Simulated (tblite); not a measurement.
C4H10O2 (SMILES COCC(C)O), singlet, geometry from GFN2-xTB; GFN1-xTB run with tblite.

Input for tblite:
```
$ tblite run mol.xyz --method gfn1 --charge 0 --spin 0 --efield 0,0,0.1 --json tblite.json --no-restart

# file mol.xyz
16

C      2.54950472     0.54334797    -0.24605806
O      1.38345909    -0.09997987     0.19559518
C      0.23988357     0.24045846    -0.55972664
C     -0.95499430    -0.50342354     0.04806535
C     -2.24478646    -0.19004403    -0.69843881
O     -1.11983341    -0.13106068     1.39642165
H      2.45241018     1.63403526    -0.17660422
H      3.35582024     0.20771282     0.40294336
H      2.78045923     0.27681584    -1.28466438
H      0.06530137     1.32623464    -0.51216537
H      0.37389487    -0.04723821    -1.61269568
H     -0.74305430    -1.58420892    -0.01046806
H     -2.44188471     0.87797047    -0.66031259
H     -2.17127461    -0.50778994    -1.73444189
H     -3.06987896    -0.70923108    -0.22025609
H     -0.24844409    -0.16800953     1.80947925
```

Predict the main parts of the log of this tblite run.


```
xTB calculator
 | screened Coulomb repulsion
 | Coulomb electrostatics
 |  * isotropic Klopman-Ohno-Mataga-Nishimoto electrostatics
 |  * onsite third-order electrostatics
 | DFT-D3(BJ) dispersion correction
 | Interactions (1)
 | [1] electric field

halogen bonding energy    0.0000000000000E+00 Eh
repulsion energy          2.1263904027743E-01 Eh
dispersion energy        -4.9454872470137E-03 Eh
interaction energy        0.0000000000000E+00 Eh
number of electrons       3.8000000000000E+01 e
integral cutoff           1.9731147476801E+01 bohr

------------------------------------------------------------
  cycle        total energy    energy error   density error
------------------------------------------------------------
      1     -23.08701181923  -2.3294705E+01   3.7049982E-01
      2     -23.24431223587  -1.5730042E-01   2.0584918E-01
      3     -23.24958457921  -5.2723433E-03   5.8270549E-02
      4     -23.25141472288  -1.8301437E-03   5.5126968E-03
      5     -23.25153994320  -1.2522032E-04   2.1218912E-03
      6     -23.25155886582  -1.8922627E-05   5.5981147E-04
      7     -23.25156084548  -1.9796545E-06   1.0030661E-04
      8     -23.25156088247  -3.6991157E-08   1.4832071E-05
------------------------------------------------------------

electronic energy        -2.3459254435499E+01 Eh
total energy             -2.3251560882468E+01 Eh

Post processing:
 | Mayer-Wiberg bond orders

[Info] JSON dump of results written to 'tblite.json'
```
